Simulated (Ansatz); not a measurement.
```yaml
crystal:
  periodic: [false, false, false]
  atoms:
    - {symbol: N, position_ang: [-0.765597, -0.020188, 0.226605]}
    - {symbol: Cu, position_ang: [1.089339, 0.003573, -0.335861]}
    - {symbol: Cl, position_ang: [3.080324, 0.027489, -0.939660]}
    - {symbol: H, position_ang: [-1.161377, -0.952509, 0.159009]}
    - {symbol: H, position_ang: [-1.335360, 0.594284, -0.346305]}
    - {symbol: H, position_ang: [-0.865329, 0.283353, 1.190112]}
basis:
  gaussian: {orbitals: cc-pVTZ}
magnetization: {spin_polarized: true, initial_magnetization: 1}
hamiltonian: {xc: {name: wB97}}
```

```sh
$ ansatz run in.yaml --threads 4 --pin off --events-out ev --progress --plain --max-ram 10444MiB
```

It prints (some lines left out):

```
Error: a molecule whose nuclei and cores have a total charge of 56 cannot have a net charge of 0 together with 1 unpaired electrons
```

Problem. Something in this input is off. What?

Solution. The number of unpaired electrons doesn't fit the electron count. The input was rejected before any iteration.
